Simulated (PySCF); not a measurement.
Species: C2H9OPSi.
SMILES: `CO[Si@H](C)P`

Jobs on this species (14 atoms, 58 electrons) with PySCF (density fitting). Hardware of each: an Arm Neoverse V2 with one thread, shared host. The host was shared with other jobs, so the times are rough. Peak memory is the resident size of the whole Python process, interpreter and libraries included.

| level and settings | work | basis functions | SCF cycles | wall time | peak memory |
| --- | --- | --- | --- | --- | --- |
| delta-SCF UKS SCAN, def2-TZVP on the ionised atom, pcseg-1 elsewhere, spin-free X2C | ΔSCF core ionisation, 7 holes | 142 | ? | ? | ? |
| delta-SCF UKS B3LYP, pcX-2 on the ionised atom, pcseg-1 elsewhere, spin-free X2C | ΔSCF core ionisation, 7 holes | 165 | ? | ? | ? |
| delta-SCF UKS HF, pcX-2 on the ionised atom, pcseg-1 elsewhere, spin-free X2C | ΔSCF core ionisation, 7 holes | 165 | ? | ? | ? |
| delta-SCF UKS SCAN, pcX-2 on the ionised atom, pcseg-1 elsewhere, non-relativistic | ΔSCF core ionisation, 7 holes | 165 | 103 | 41 s | 0.60 GiB |
| PBE0-D3(BJ)/def2-SVP, grid level 1 | geometry optimisation from a GFN2-xTB start shaken at random | 123 | 70 | 56 s | 0.52 GiB |
| delta-SCF UKS SCAN, pcX-2 on the ionised atom, pcseg-1 elsewhere, spin-free X2C | ΔSCF core ionisation, 7 holes | 165 | 103 | 41 s | 0.62 GiB |
| delta-SCF UKS PBE, pcX-2 on the ionised atom, pcseg-1 elsewhere, spin-free X2C | ΔSCF core ionisation, 7 holes | 165 | 102 | 25 s | 0.64 GiB |
| delta-SCF UKS PBE0, pcX-2 on the ionised atom, pcseg-1 elsewhere, spin-free X2C | ΔSCF core ionisation, 7 holes | 165 | 90 | 48 s | 0.71 GiB |
| delta-SCF UKS SCAN, pcX-1 on the ionised atom, pcseg-1 elsewhere, spin-free X2C | ΔSCF core ionisation, 7 holes | 145 | 101 | 34 s | 0.47 GiB |

Q: Fill in the missing figures.

A: 
- delta-SCF UKS SCAN, def2-TZVP on the ionised atom, pcseg-1 elsewhere, spin-free X2C; ΔSCF core ionisation, 7 holes: 39 s, 0.48 GiB, 103 SCF cycles
- delta-SCF UKS B3LYP, pcX-2 on the ionised atom, pcseg-1 elsewhere, spin-free X2C; ΔSCF core ionisation, 7 holes: 49 s, 0.72 GiB, 91 SCF cycles
- delta-SCF UKS HF, pcX-2 on the ionised atom, pcseg-1 elsewhere, spin-free X2C; ΔSCF core ionisation, 7 holes: 30 s, 0.61 GiB, 92 SCF cycles

Q: What do all jobs in the table cost together?

A: About 6.0 min; the longest takes about 15 % of that, and about 2.2 times as long as the shortest.
